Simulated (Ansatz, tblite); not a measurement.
Removing and adding an electron: Ga₃N₃H₁₂, a cluster cut from wurtzite GaN (hydrogen-capped). The state is a singlet with charge 0. Geometry: PBE0-D4/def2-SVP. Ansatz, gas phase; energy differences of separate SCF runs; the oxidised species was run as a doublet alone; the reduced species was run as a doublet alone.

```xyz
18

N     0.430   -1.041   -1.432
Ga    1.609   -1.241    0.182
N     0.375   -0.660    1.656
Ga   -0.448    0.714   -1.858
N    -1.457    1.083   -0.160
Ga   -0.511    1.142    1.611
H     1.036   -1.239   -2.233
H    -0.260   -1.794   -1.457
H     1.843   -2.792    0.378
H     2.763   -0.184    0.072
H    -0.319   -1.387    1.840
H     0.951   -0.655    2.502
H    -1.534    0.416   -2.968
H     0.677    1.798   -1.996
H    -2.275    0.474   -0.100
H    -1.856    2.016   -0.282
H     0.613    2.232    1.523
H    -1.637    1.117    2.722
```

The xTB rows come from tblite. HOMO above LUMO, or a gap near zero within one spin, warns that the state may not be the lowest or that an electron is smeared out.

```tsv
level	−HOMO (eV)	vertical IE (eV)	−LUMO (eV)	vertical EA (eV)	HOMO–LUMO gap (eV)	IE − EA (eV)	remarks
GFN1-xTB	11.03	13.24	4.39	2.23	6.64	11.01	–
GFN2-xTB	11.41	13.44	4.22	–	7.19	–	–
HF/def2-TZVP	10.81	9.61	-2.60	–	13.41	–	–
PBE-D4/def2-SVP	6.41	–	0.48	-1.29	5.93	–	HOMO above zero (-1 doublet), gap within one spin near zero (-1 doublet)
PBE0-D4/def2-SVP	7.67	–	-0.33	-1.56	8.00	–	HOMO above zero (-1 doublet)
PBE0-D4/def2-TZVP	7.71	9.38	0.00	–	7.71	–	–
```

Run but left out: PBE-D4/def2-TZVP (charge +1 doublet: an occupied level 0.11 eV above an empty one).   A HOMO above zero means that the electron is unbound at that level or that self-interaction error raises the level; the energy of removing that electron tells which. Raw xTB energy differences between charge states are shifted by several eV; the methods need an empirical correction for them. Sets without diffuse functions give affinities that are too small. A negative affinity means that the extra electron isn't bound; its size then hangs on the basis.
